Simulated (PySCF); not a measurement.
Isomers of C2H4S3. Gas-phase values, no solvent. One relaxed conformer stands for each flexible species; it need not be the lowest. Strings in code marks are SMILES.

Calculation: ωB97X-D3(BJ)/def2-TZVP // PBE0-D3(BJ)/def2-TZVP (PySCF). Delta-SCF ions had no search for a lower state. 

| species | vertical ionisation energy (Delta-SCF) (eV) | HOMO–LUMO gap (eV) |
|---|---|---|
| `C=C(S)SS` | ___ | 10.36 |
| `S=CCSS` | 8.87 | 8.73 |
| `SCC(=S)S` | 8.85 | 8.77 |
| `S/C=C/SS` | 8.57 | ___ |
| `S/C=C\SS` | 8.60 | 9.59 |
| `SC1SCS1` (H–S–C–S torsion 94°) | 9.11 | 10.13 |
| `SC=C(S)S` | 8.22 | ___ |

Question: Some entries are withheld; supply them.

Answer: 
- `C=C(S)SS`, vertical ionisation energy (Delta-SCF) (eV): 8.84
- `S/C=C/SS`, HOMO–LUMO gap (eV): 9.74
- `SC=C(S)S`, HOMO–LUMO gap (eV): 9.92
